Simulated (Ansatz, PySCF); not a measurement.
Gas-phase reaction R1 → P1 + P2, each structure at its B3LYP-D3(BJ)/def2-TZVP stationary point, reached from a drawn start (curvature not checked).
R1, BH3O3 (SMILES OB(O)O) (charge 0, multiplicity 1):
| atom | x (Å) | y (Å) | z (Å) |
|---|---|---|---|
| B | 0.0000 | 0.0000 | -0.0002 |
| O | 1.3609 | 0.0420 | 0.1475 |
| H | 1.7422 | -0.8211 | 0.3348 |
| O | -0.6953 | 1.1486 | -0.2704 |
| H | -0.1266 | 1.9219 | -0.3342 |
| O | -0.6657 | -1.1906 | 0.1224 |
| H | -1.6156 | -1.1008 | -0.0002 |
P1: BH2O2 (SMILES O[B]O), charge 0, multiplicity 2.
P2, OH (SMILES [OH]) (charge 0, multiplicity 2):
```xyz
2

O      0.000     0.000     0.488
H      0.000     0.000    -0.488
```

P less R. No zero-point or thermal terms; singlets are restricted closed shells; open shells are unrestricted; no spin–orbit coupling. One arrangement of each flexible species, with no search for the lowest.

Cores are frozen in the correlated methods.

The values were computed with Ansatz (a quantum-chemistry and plane-wave program) with Gaussian orbitals; PySCF for the D3/D4 terms. Each number belongs to the level named beside it.

### Question
Predict the reaction energy from revPBE/def2-TZVPP.

### Answer
141.9 kcal/mol

### Question
Give the reaction energy at the level BHLYP-D4/def2-TZVPP.

### Answer
145.7 kcal/mol

### Question
What is the computed reaction energy (SCS-MP2/cc-pVQZ)?

### Answer
156.5 kcal/mol
